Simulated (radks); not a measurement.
Q: These are the eigenvalues of the occupied orbitals of an atom or ion with whole-number occupations (eV). Calculated with a radial shooting solver on a logarithmic mesh with Libxc functionals: Dirac Kohn-Sham, PBEsol, spin-unpolarised, spherical densities, point nucleus.

1s1/2: -80668.69
2s1/2: -14255.40
2p1/2: -13670.88
2p3/2: -11836.00
3s1/2: -3395.083
3p1/2: -3132.592
3p3/2: -2727.710
3d3/2: -2292.367
3d5/2: -2205.335
4s1/2: -768.2374
4p1/2: -656.3801
4p3/2: -559.1823
4d3/2: -376.3093
4d5/2: -358.2094
5s1/2: -148.1044
4f5/2: -123.5787
4f7/2: -119.7613
5p1/2: -111.5124
5p3/2: -94.5137
5d3/2: -44.5831
5d5/2: -42.6480
6s1/2: -34.7701

Which element is it, and in what charge state? The configuration may be excited. Open shells, if any, fill j = l - 1/2 first.

A: Z = 79, gold, charge +3: Au3+ in [Xe] 4f14 5d7 6s1. The list shows which subshells hold electrons but not how many an open one holds; the 1s level, -2964.5 hartree, gives Z - s = 77.0 by -(Z - s)^2/2, which with screening and relativity narrows Z to a few neighbours, and the depths of the outer levels then fix element, charge and occupations together.
